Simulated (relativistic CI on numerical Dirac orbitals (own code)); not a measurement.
## Crystal-field levels of Ru³⁺, 4d5

Calculated by Dirac-Coulomb-Breit CI, separate exchange-only KLI orbitals for each configuration, model QED (radiative potential, 1s self-energy scaled to tabulated hydrogen-like ionisation energies), valence Slater integrals scaled by 0.8, one configuration in a parametric crystal field (own radial code).

Field parameters in Wybourne normalisation: D3d B²₀ = −7Dσ, B⁴₀ = −14Dq − 21Dτ, B⁴₃ = −14√(10/7) Dq; D4h B²₀ = −7Ds, B⁴₀ = 21(Dq − Dt), B⁴₄ = 21√(5/14) Dq; Td as Oh with Dq negative (B⁴₀ = 21Dq, B⁴₄ = √(5/14) B⁴₀). The field is a parameter set, without covalency.

S and J are read from ⟨S²⟩ = S(S + 1) and ⟨J²⟩ = J(J + 1) of each level; they are not fictitious spins.

D4h, 10Dq = 39100, Ds = 50, Dt = -500 cm⁻¹, the lowest 16 levels:

| E (cm⁻¹) | Degeneracy | Irrep | S | J |
| --- | --- | --- | --- | --- |
| 0.0 | 2 | Γ7 | 0.51 | 4.53 |
| 2681 | 2 | Γ7 | 0.51 | 4.42 |
| 3630 | 2 | Γ6 | 0.51 | 4.34 |
| 27853 | 2 | Γ7 | 1.50 | 3.84 |
| 28225 | 2 | Γ7 | 1.50 | 3.65 |
| 28485 | 2 | Γ6 | 1.50 | 3.46 |
| 28721 | 2 | Γ6 | 1.50 | 3.27 |
| 32616 | 2 | Γ6 | 1.50 | 3.67 |
| 32801 | 2 | Γ7 | 1.50 | 3.59 |
| 35107 | 2 | Γ6 | 1.50 | 3.76 |
| 35364 | 2 | Γ6 | 1.49 | 3.53 |
| 35511 | 2 | Γ7 | 1.48 | 3.45 |
| 35683 | 2 | Γ7 | 1.48 | 3.29 |
| 36118 | 2 | Γ6 | 1.48 | 3.58 |
| 36135 | 2 | Γ7 | 1.46 | 3.47 |
| 37739 | 2 | Γ7 | 0.56 | 4.78 |

Principal g values of the ground doublet: 0.97, 2.83, 2.83.

Td, 10Dq = -18150 cm⁻¹, the lowest 16 levels:

| E (cm⁻¹) | Degeneracy | Irrep | S | J |
| --- | --- | --- | --- | --- |
| 0.0 | 4 | Γ8 | 2.25 | 2.87 |
| 48.4 | 2 | Γ7 | 2.39 | 2.67 |
| 903 | 4 | Γ8 | 1.04 | 4.09 |
| 2487 | 2 | Γ7 | 0.85 | 4.70 |
| 6209 | 2 | Γ6 | 1.50 | 3.19 |
| 6376 | 4 | Γ8 | 1.49 | 3.37 |
| 7289 | 4 | Γ8 | 1.52 | 3.74 |
| 7761 | 2 | Γ7 | 1.45 | 4.00 |
| 11372 | 2 | Γ7 | 1.48 | 3.21 |
| 11542 | 4 | Γ8 | 1.48 | 3.51 |
| 11654 | 2 | Γ6 | 1.49 | 4.11 |
| 11717 | 4 | Γ8 | 1.49 | 4.26 |
| 16233 | 2 | Γ6 | 0.55 | 5.30 |
| 16668 | 2 | Γ7 | 0.58 | 4.66 |
| 16872 | 4 | Γ8 | 0.57 | 5.31 |
| 18414 | 2 | Γ7 | 0.65 | 4.92 |

D3d, 10Dq = 28200, Dσ = -430, Dτ = 240 cm⁻¹, the lowest 16 levels:

```
E (cm⁻¹)  Degeneracy  Irrep     S     J
     0.0           2     Γ4  0.52  4.61
    1857           2  Γ5+Γ6  0.51  4.38
    2618           2     Γ4  0.52  4.38
   16112           2     Γ4  1.58  3.72
   16195           2  Γ5+Γ6  1.58  3.72
   16420           2     Γ4  1.58  3.66
   16906           2     Γ4  1.50  3.41
   17177           2  Γ5+Γ6  1.50  3.48
   17339           2     Γ4  1.50  3.20
   22084           2  Γ5+Γ6  2.00  3.32
   22099           2     Γ4  1.96  3.34
   22153           2     Γ4  1.55  3.80
   22259           2     Γ4  2.38  2.72
   22302           2     Γ4  1.84  3.33
   22327           2  Γ5+Γ6  1.74  3.42
   22486           2  Γ5+Γ6  1.80  3.15
```

Principal g values of the ground doublet: 1.48, 1.48, 3.56.

D3d, 10Dq = 42400, Dσ = 630, Dτ = -500 cm⁻¹, the lowest 16 levels:

```
E (cm⁻¹)  Degeneracy  Irrep     S     J
     0.0           2     Γ4  0.51  4.55
    2820           2     Γ4  0.51  4.39
    3614           2  Γ5+Γ6  0.51  4.33
   27664           2  Γ5+Γ6  1.50  3.64
   27725           2     Γ4  1.50  3.64
   28434           2     Γ4  1.50  3.82
   28688           2  Γ5+Γ6  1.50  3.60
   28888           2     Γ4  1.50  3.46
   29111           2     Γ4  1.50  3.23
   33641           2     Γ4  1.50  3.68
   33715           2  Γ5+Γ6  1.49  3.56
   34408           2     Γ4  1.49  3.64
   34542           2  Γ5+Γ6  1.49  3.48
   34575           2     Γ4  1.49  3.46
   34622           2     Γ4  1.48  3.28
   38098           2     Γ4  0.51  5.28
```

Principal g values of the ground doublet: 1.11, 2.85, 2.85.

D3d, 10Dq = 28000, Dσ = 130, Dτ = 210 cm⁻¹, the lowest 10 levels:

```tsv
E (cm⁻¹)	Degeneracy	Irrep	S	J
0.0	2	Γ4	0.52	4.59
1713	2	Γ5+Γ6	0.52	4.38
3284	2	Γ4	0.52	4.40
15724	2	Γ4	1.58	3.69
15804	2	Γ5+Γ6	1.57	3.69
16004	2	Γ4	1.57	3.62
16358	2	Γ4	1.50	3.43
17278	2	Γ5+Γ6	1.52	3.47
17370	2	Γ4	1.53	3.26
21568	2	Γ4	2.10	3.13
```

Principal g values of the ground doublet: 1.18, 1.18, 3.80.

The free-ion ground term has S = 5/2. The field overcomes the spin-pairing energy for D4h, 10Dq = 39100, Ds = 50, Dt = -500 cm⁻¹; D3d, 10Dq = 28200, Dσ = -430, Dτ = 240 cm⁻¹; D3d, 10Dq = 42400, Dσ = 630, Dτ = -500 cm⁻¹; D3d, 10Dq = 28000, Dσ = 130, Dτ = 210 cm⁻¹, where the ground state has lower spin; these fields are assumed values.

Levels of this model without a field, named by their leading LS term (the scale mimics covalency, so terms lie below those of the real free ion): 6S_5/2 0, 4G_5/2 21486, 4G_7/2 21733, 4G_11/2 21816, 4G_9/2 21882, 4P_5/2 24117, 4P_3/2 24567, 4P_1/2 25168 cm⁻¹.
